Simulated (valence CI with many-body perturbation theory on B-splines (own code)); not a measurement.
Forbidden lines of Sm XLVIII

Computed by valence CI with perturbative core correlation (CI+MBPT): five valence electrons over a frozen Dirac-Fock core [Ne], a basis of 11 s, 11 p, 10 d, 8 f, 5 g, 2 h functions for each j, with the one-electron correlation potential Σ1 (screened to all orders), the two-electron term Σ2, the three-electron term Σ3, Breit, model QED; selected single and double excitations, second order for the rest, scaled by the run's own slope (own B-spline code, finite nucleus).

The last digits are not significant, and no measured levels were compared; by estimate large intervals hold to a few tenths of a per cent, small ones and those within an open d or f shell to about a per cent. Among the levels kept, up to 3200 cm⁻¹ of a level comes from second order outside the variational space, and about a tenth of that is noise between levels of different J, which matters for small intervals.

Lines 1 to 17 of 17 in falling wavelength, among levels below 6331.3 × 10³ cm⁻¹, chosen from the decays that carry over 1 % of a level's rate. Wavelengths and rates use the calculated energies. Electric multipoles are in the length gauge, E1 and E2 with the static RPA response of the core. S is in atomic units (e²a₀⁴ for E2 and M2, e²a₀⁶ for E3), for M1 in squared Bohr magnetons. Weak lines are less certain than strong ones. Lines between different terms over intervals too small for the method are left out, as are lines whose strength nearly cancels.

Levels are named by their leading jj configuration (3d3/2^4 stands for four electrons in 3d with j = 3/2), which in mixed levels can hold well under half, so a name can repeat and another be missing. Letters in brackets count levels of one name in rising energy.

| λ vac (nm) | Upper | Lower | Type | A (s⁻¹) | S (a.u.) |
| --- | --- | --- | --- | --- | --- |
| 34.22 | (3s^2 3p1/2 3p3/2 3d5/2) J=9/2 | (3s^2 3p1/2 3p3/2 3d3/2) J=7/2 | M1 | 2.87e+05 | 4.27e+00 |
| 9.704 | (3s^2 3p3/2^2 3d5/2) J=9/2 | (3s^2 3p1/2 3p3/2 3d5/2) J=7/2 [b] | M1 | 7.97e+06 | 2.70e+00 |
| 9.316 | (3s^2 3p1/2 3p3/2 3d5/2) J=7/2 [a] | (3s^2 3p1/2^2 3d5/2) J=5/2 | M1 | 1.61e+07 | 3.86e+00 |
| 8.712 | (3s^2 3p1/2 3p3/2^2) J=3/2 | (3s^2 3p1/2^2 3p3/2) J=3/2 | M1 | 2.93e+07 | 2.87e+00 |
| 8.640 | (3s^2 3p1/2 3p3/2 3d5/2) J=9/2 | (3s^2 3p1/2^2 3d5/2) J=5/2 | E2 | 1.02e+05 | 4.39e-03 |
| 8.623 | (3s^2 3p3/2^3) J=3/2 | (3s^2 3p1/2 3p3/2^2) J=1/2 | M1 | 7.34e+06 | 6.98e-01 |
| 8.433 | (3s^2 3p3/2^2 3d5/2) J=9/2 | (3s^2 3p1/2 3p3/2 3d5/2) J=9/2 | M1 | 1.31e+07 | 2.91e+00 |
| 8.156 | (3s^2 3p1/2 3p3/2^2) J=5/2 | (3s^2 3p1/2^2 3p3/2) J=3/2 | M1 | 5.15e+06 | 6.22e-01 |
| 8.156 | (3s^2 3p1/2 3p3/2^2) J=5/2 | (3s^2 3p1/2^2 3p3/2) J=3/2 | E2 | 2.62e+05 | 5.07e-03 |
| 7.953 | (3s^2 3p3/2^3) J=3/2 | (3s^2 3p1/2 3p3/2^2) J=5/2 | M1 | 9.09e+06 | 6.78e-01 |
| 7.876 | (3s^2 3p3/2^2 3d5/2) J=9/2 | (3s^2 3p1/2 3p3/2 3d5/2) J=7/2 [a] | M1 | 1.10e+07 | 2.00e+00 |
| 7.554 | (3s^2 3p1/2 3p3/2^2) J=1/2 | (3s^2 3p1/2^2 3p3/2) J=3/2 | M1 | 1.92e+07 | 6.13e-01 |
| 7.554 | (3s^2 3p1/2 3p3/2^2) J=1/2 | (3s^2 3p1/2^2 3p3/2) J=3/2 | E2 | 2.75e+05 | 1.21e-03 |
| 7.487 | (3s^2 3p3/2^3) J=3/2 | (3s^2 3p1/2 3p3/2^2) J=3/2 | M1 | 3.84e+07 | 2.39e+00 |
| 6.834 | (3s^2 3p3/2^2 3d5/2) J=5/2 [a] | (3s^2 3p1/2 3p3/2 3d5/2) J=7/2 [a] | M1 | 2.26e+07 | 1.60e+00 |
| 6.766 | (3s^2 3p3/2^2 3d5/2) J=9/2 | (3s^2 3p1/2 3p3/2 3d3/2) J=7/2 | M1 | 4.88e+05 | 5.60e-02 |
| 5.703 | (3s^2 3p1/2 3p3/2 3d5/2) J=9/2 | (3s^2 3p1/2 3p3/2^2) J=5/2 | M2 | 4.75e+03 | 2.56e-05 |
